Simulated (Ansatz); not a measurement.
Born–Oppenheimer molecular dynamics of H4OSn (6 atoms, charge 0, multiplicity 1). It goes on from the last frame of an earlier run, with new velocities.

Level of theory: Ansatz 0.2.0, RKS PBE/def2-SVP.

```json
{
 "ensemble": "NVT, Langevin thermostat",
 "time step": "0.5 fs",
 "steps asked": "150",
 "set temperature": "300 K",
 "friction": "0.05 /fs",
 "temperature schedule": "37 steps to 300 K, then 113 steps to 75 K",
 "seed": "253997"
}
```

First frame:

```xyz
6
Properties=species:S:1:pos:R:3
Sn 0.051 0.014 0.075
H -0.147 0.107 1.737
H 1.797 0.024 -0.336
H -0.816 1.290 -0.807
O -0.802 -1.716 -0.518
H -0.513 -2.415 0.076
```

Problem. How far do the bonds stretch over the last three quarters of this one trajectory? (Pairs bonded in most of those frames.)

Solution. 
```json
{"bond": "Sn1–H2", "mean (Å)": "1.748", "spread (Å)": "0.057", "shortest": "1.64", "longest": "1.88"}
{"bond": "Sn1–H3", "mean (Å)": "1.742", "spread (Å)": "0.042", "shortest": "1.67", "longest": "1.80"}
{"bond": "Sn1–H4", "mean (Å)": "1.733", "spread (Å)": "0.023", "shortest": "1.69", "longest": "1.79"}
{"bond": "Sn1–O5", "mean (Å)": "2.011", "spread (Å)": "0.012", "shortest": "2.00", "longest": "2.05"}
{"bond": "O5–H6", "mean (Å)": "0.976", "spread (Å)": "0.017", "shortest": "0.94", "longest": "1.01"}
```

Mean temperature of the second half: 158 K. The schedule's set-point averaged 150 K over the second half and the system 158 K. A run of 0.075 ps of so small a system gives no equilibrium averages.

The run took 3 min on 1 thread of Arm Neoverse V2, with other jobs on the host, peak memory 0.095 GiB.
